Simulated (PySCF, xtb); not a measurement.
Sn(H)(F)2(Et) (C2H6F2Sn), SMILES C[CH2][SnH]([F])[F].

GFN2-xTB (xtb) at its own geometry gives an orbital gap of 3.59 eV and a dipole moment of 6.50 D.

The structure is a stationary point at PBE0-D3(BJ)/def2-SVP. The structure was generated by enumeration; whether it is a known compound was not checked. The def2 effective core potentials stand for the cores of Sn; spin–orbit coupling is left out. The values are those of a single conformer.

### Question
What does PySCF with PBE0/def2-TZVP give? (An estimate is asked for; the answer gives what the named calculation found.)

### Answer
gap 7.91 eV (levels -8.66 and -0.76 eV), dipole 4.21 D.
